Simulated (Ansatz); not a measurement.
Ansatz (a program for electronic structure) input (CCSD(T)/cc-pVTZ):

Ansatz 0.2 input:
```yaml
crystal:
  periodic: [false, false, false]
  atoms:
    - {symbol: Ga, position_ang: [0.33229674, 0.09962386, 0.36596543]}
    - {symbol: O, position_ang: [0.54446695, 0.03557473, -1.56196276]}
    - {symbol: H, position_ang: [-0.29118963, -0.18596325, -1.99132501]}
    - {symbol: O, position_ang: [-1.55636113, -0.33894457, 0.44754231]}
    - {symbol: H, position_ang: [-1.91485587, -0.47541784, -0.43823955]}
basis:
  gaussian:
    orbitals: cc-pVTZ
total_charge: -1
magnetization: {spin_polarized: false}
correlation: {method: ccsd_t, electrons: outside_noble_gas}
```

End of the output:

```
integrals: 0.24 GiB planned
814 factors; integrals over basis functions are off by at most 1.9e-3 eV
mean field: 0.46 GiB planned
mean field evaluation 1: about -56442.8637 eV, gradient 2.5e1 eV
mean field evaluation 2: about -56442.9229 eV, gradient 2.5e1 eV
mean field evaluation 4: about -56444.4377 eV, gradient 2.6e0 eV
mean field evaluation 8: about -56444.4709 eV, gradient 1.4e-1 eV
mean field evaluation 16: about -56443.9310 eV, gradient 1.6e1 eV
mean field -56444.47113557 eV, -2074.2960547955 hartree, gradient 5.0e-6 eV, S^2 0.000000; 0 other end points of the search recorded, 0 dependent functions left out
16 core orbitals not correlated, not the lowest: weight in the atoms' cores, before any rotation towards them, 0.886 or more for the frozen orbitals, at most 0.110 for the correlated occupied ones
reference -56444.47113557 eV, -2074.2960547955 hartree; 9, 9 occupied and 106, 106 virtual orbitals, 814 factors
second order -15.85442655 eV of doubles, -0.00000000 eV of singles
coupled cluster: 0.40 GiB planned
cycle   1  -15.54244587 eV  change    3.1e-1 eV  update   1.0e-1
cycle   2  -15.94767323 eV  change   -4.1e-1 eV  update   3.5e-2
cycle   3  -16.06404113 eV  change   -1.2e-1 eV  update   1.9e-2
cycle   4  -16.04504624 eV  change    1.9e-2 eV  update   4.6e-3
cycle   5  -16.04207510 eV  change    3.0e-3 eV  update   2.1e-3
cycle   6  -16.04328402 eV  change   -1.2e-3 eV  update   7.4e-4
cycle   7  -16.04281000 eV  change    4.7e-4 eV  update   3.0e-4
cycle   8  -16.04268193 eV  change    1.3e-4 eV  update   8.7e-5
cycle   9  -16.04273573 eV  change   -5.4e-5 eV  update   3.3e-5
cycle  10  -16.04273637 eV  change   -6.4e-7 eV  update   9.6e-6
perturbative correction -0.60731977 eV, -0.0223185900 hartree
Total energy: -56461.12119171 eV, -2074.9079330730 hartree
```
